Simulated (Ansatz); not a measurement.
Si(F)3(GeH3) (F3GeH3Si), SMILES F[Si](F)(F)[GeH3].

Coordinates come from a ωB97X-D3(BJ)/def2-SVP optimisation. The structure was generated by enumeration, and PubChem lists no compound with its InChIKey, so it may never have been made.

Two levels are set side by side: PBE/def2-SVPD (Ansatz, a program for electronic structure) and PBE0/def2-SVPD (Ansatz). Energy differences of separate SCF runs at the same geometry; the states with an electron removed or added have multiplicity 2 and 2. Differences are taken from unrounded values.

| quantity | PBE0 | PBE | PBE minus PBE0 |
|---|---|---|---|
| vertical ionisation energy (eV) | 11.70 | 11.32 | -0.38 |
| vertical singlet–triplet gap (eV) | 6.94 | 6.66 | -0.29 |
